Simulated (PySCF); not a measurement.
Be(OMe)(SiH3) (CH6BeOSi), SMILES [SiH3][Be][O]C.

Coordinates come from a ωB97X-D3(BJ)/def2-SVP optimisation. Other conformers were not sampled.

All values below come from ωB97X-D3(BJ)/def2-SVP (PySCF 2.14.0).

Frequencies are harmonic and unscaled.

Modes within 1.5 cm⁻¹ of each other (mostly degenerate sets) share a row, with their intensities summed.

Computed vibrational spectrum:
```tsv
mode	ν (cm⁻¹)	IR (km/mol)	moving atoms (share of kinetic energy)
1	7	0.0	H 100 %
2–3	68	3.5	O 38 %, H 24 %, C 21 %, Be 12 %
4–5	232	76.6	Be 53 %, H 24 %, O 23 %
6	359	0.0	Si 49 %, C 19 %, O 18 %, H 11 %
7–8	519	0.0	H 67 %, Be 22 %, Si 10 %
9	900	222.2	H 91 %, Si 8 %
10–11	960	88.9	H 98 %
12	1051	10.9	Be 43 %, C 37 %, O 10 %, H 9 %
13–14	1197	1.1	H 77 %, C 19 %
15	1473	258.9	H 65 %, C 23 %
16–17	1486	6.8	H 97 %
18	1567	383.9	O 43 %, Be 35 %, H 20 %
19–20	2221	255.4	H 96 %
21	2222	67.0	H 99 %
22	3037	92.4	H 98 %
23–24	3128	65.5	H 90 %, C 10 %
```
